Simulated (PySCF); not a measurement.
**Radial density of Te³⁴⁺ (tellurium, charge +34)**

revPBE, [Ar], closed-shell 1S. Calculation: PySCF 2.14, in an even-tempered Gaussian basis (18 s from 5.6 bohr⁻², ratio 2.5; 12 p from 7.3 bohr⁻², ratio 2.5; 5 d from 33 bohr⁻², ratio 2.7; 4 f from 50 bohr⁻², ratio 2.7); scalar relativity by spin-free X2C-1e.

```
r (bohr)  4πr²ρ (e/bohr)
  0.0242           65.70
  0.0407           59.16
  0.0684           79.52
   0.115           62.00
   0.194           30.62
   0.326           29.30
   0.548           2.043
   0.921        0.003762
```

Densities and radii are taken from the X2C orbitals without a picture-change correction, which distorts them close to the nucleus.
